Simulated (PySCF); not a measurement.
Computed shifts of a molecule C2H9NOSi, PySCF with PBE/pcSseg-1, GIAO, gas phase, equivalent atoms averaged, in ppm (number of nuclei): ¹³C: 15.1 (1), 11.6 (1). ²⁹Si: -8.8 (1). ¹⁵N: 33.0 (1). ¹H: 5.31 (1), 1.31 (3), 1.17 (1), 1.02 (1), 0.85 (1), 0.78 (1), 0.68 (1). References: ¹³C against TMS (σ = 182.0 ppm); ²⁹Si against TMS (σ = 335.4 ppm); ¹⁵N against NH3 (σ = 267.0 ppm); ¹⁷O against H2O (σ = 334.3 ppm); ¹H against TMS (σ = 31.49 ppm), references at their B3LYP-D3(BJ)/def2-TZVP geometries, non-relativistic. Geometry: r2SCAN-D4/def2-SVP. One conformer was computed; it need not be the lowest.

**Question.** Which molecule gave these data?
A) CCN[SiH2]O
B) CO[SiH2]CN
C) CC[Si@@H](N)O
D) CO[Si@H](C)N

**Answer.** C, CC[Si@@H](N)O
